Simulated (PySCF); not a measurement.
# Au⁺ (gold, charge +1): r2SCAN calculation

Configuration: [Xe] 4f14 5d10, closed-shell 1S. Computed with PySCF 2.14 in def2-SVP with the def2 core potential (60 electrons) (6s3p2d1f, 32 functions), with a scalar-relativistic core potential.

```json
{
  "Total energy": "-135.4043 hartree",
  "One-electron energy": "-232.9168 hartree",
  "Hartree (Coulomb) energy": "110.2233 hartree",
  "Exchange-correlation energy": "-12.7108 hartree",
  "⟨S²⟩": "0.0000",
  "⟨L²⟩": "0.000",
  "Sum of ⟨r⟩": "24.38 bohr",
  "Sum of ⟨r²⟩": "39.58 bohr²",
  "Time after the integrals": "1.2 s of wall time on 1 thread of Neoverse-N1 (shared host)"
}
```

```csv
shell,electrons,mean orbital energy (eV),"rms radius, mean of both spins (bohr)"
5s,2,-119.17,0.999
5p,6,-69.963,1.16
5d,10,-15.502,1.72
```

Energies and moments cover only the electrons outside the core potential. Spin-orbit coupling, which splits the p, d and f shells strongly at this Z, is absent.
